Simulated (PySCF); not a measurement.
Compound: C₄H₁₂AlF₂N.
SMILES: `C[N+](C)([AlH3-])CC(F)F`

A linear-response calculation (PySCF, def2-SVPD basis, gas phase, vertical, core orbitals frozen in the response) gave these numbers; the functional is withheld.

Orbital energies (eV): HOMO-3 -10.18, HOMO-2 -8.86, HOMO-1 -7.68, HOMO -7.64, LUMO 0.13, LUMO+1 0.49, LUMO+2 0.93.

```tsv
state	E (eV)	f	main configurations (H = HOMO, L = LUMO)
S1	6.65	0.010	H→L (69%), H→L+1 (21%)
S2	6.66	0.016	H-1→L (75%), H-1→L+1 (16%)
S3	7.09	0.053	H→L+1 (75%), H→L (22%)
S4	7.12	0.042	H-1→L+1 (80%), H-1→L (18%)
S5	7.49	0.0014	H→L+2 (52%), H-1→L+2 (15%)
S6	7.69	0.041	H-1→L+2 (41%), H→L+2 (36%)
```

Triplets (Tamm–Dancoff): T1 6.17 eV, H→L (45%), H→L+1 (26%), H-1→L (10%); T2 6.19 eV, H-1→L (47%), H-1→L+1 (23%), H→L (9%); T3 6.88 eV, H→L+1 (59%), H→L (26%); T4 6.92 eV, H-1→L+1 (62%), H-1→L (26%).

Vertical ionisation energy by ΔSCF with the same functional: 9.80 eV. Mean static polarisability: 91.7 au.

Problem. Name the functional.
A. PBE
B. HF
C. wB97X-D
D. PBE0

Solution. D. PBE0 is a global hybrid with 25% exact exchange. In this run −ε(HOMO) = 7.64 eV differs from the ΔSCF value by -2.16 eV, and S1 differs from the orbital gap of 7.77 eV by -1.12 eV. The ratio −ε(HOMO)/IP is 0.78. Small neutral molecules mostly give 0.7 to 0.83 with PBE0, 0.5 to 0.7 with PBE, 0.89 to 0.99 with wB97X-D; with Hartree–Fock the ratio is 1 or more (Koopmans' value less the relaxation energy is the ΔSCF value). The other options: PBE, a GGA without exact exchange; HF, time-dependent Hartree–Fock, 100% exact exchange; wB97X-D, range-separated, 22% exact exchange at short range and 100% at long range (ω = 0.2 bohr⁻¹).

Level of theory: TDDFT PBE0/def2-SVPD, vertical, gas phase, core orbitals frozen in the response (PySCF 2.14.0, density-fitted response routines). Geometry: PBE0-D3(BJ)/def2-SVP, one conformer, isolated molecule.

Shape of the structure used: `[CH3:1][N+:2]([CH3:3])([AlH3-:4])[CH2:5][CH:6]([F:7])[F:8]`: C1–N2–C5–C6 -175°, N2–C5–C6–F7 173°.
